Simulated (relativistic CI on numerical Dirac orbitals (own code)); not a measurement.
Ti2+ in a cubic cluster: 1s photoemission with charge transfer

Computed with a charge-transfer multiplet model of a cubic metal-ligand cluster with up to 2 ligand holes, Slater and spin-orbit integrals from Dirac-Coulomb-Breit ions, Slater integrals scaled by 0.7. The ground state mixes d2 with configurations of k ligand holes L, whose averages lie at kΔ + k(k − 1)U_dd/2; a core hole lowers each added d electron by U_cd. 20 K, Lorentzian 1.1 eV and Gaussian 0.6 eV FWHM.

Atomic integrals in eV (Slater integrals scaled, ζ unscaled), ground: F2dd 5.756, F4dd 3.579, zeta_d 0.013; with the core hole: F2dd 7.112, F4dd 4.457, zeta_d 0.025, G2cd 0.029.

Cluster parameters (eV): Δ = 6.1, U_cd = 6.6, 10Dq = 0.5, 10Dq(ligand) = 1.4, V(eg) = 1.7, V(t2g) = -0.79, final-state hopping factor = 1.

```tsv
Case	n_d	d2	d3L	d4L2	S
U_dd = 3.7 eV	2.28	0.73	0.25	0.02	1.00
U_dd = 4.4 eV	2.28	0.74	0.24	0.02	1.00
U_dd = 5.8 eV	2.27	0.74	0.24	0.01	1.00
```

Weights, n_d and S are thermal averages at 20 K. Binding energies count from the first peak over 30 % of the highest in each spectrum, which can be another peak from case to case. The parameters are a model scan and need not match a compound or its usual spin state. Peaks in eV (height, largest 100):
- U_dd = 3.7 eV: 0.0 (100), 3.6 (10), 6.8 (34)
- U_dd = 4.4 eV: 0.0 (100), 3.6 (9), 6.9 (33)
- U_dd = 5.8 eV: 0.0 (100), 3.7 (8), 7.1 (32)

For the case U_dd = 5.8 eV, Δ = 6.1 eV is larger than U_dd = 5.8 eV, the Mott-Hubbard side of the Zaanen-Sawatzky-Allen scheme. With the core hole the average of the configuration with one ligand hole lies at Δ − U_cd = -0.5 eV before mixing: the effective hopping of about 3.6 eV (from the holes of the mixed ground state) is comparable with this gap or larger, so the configurations mix strongly.
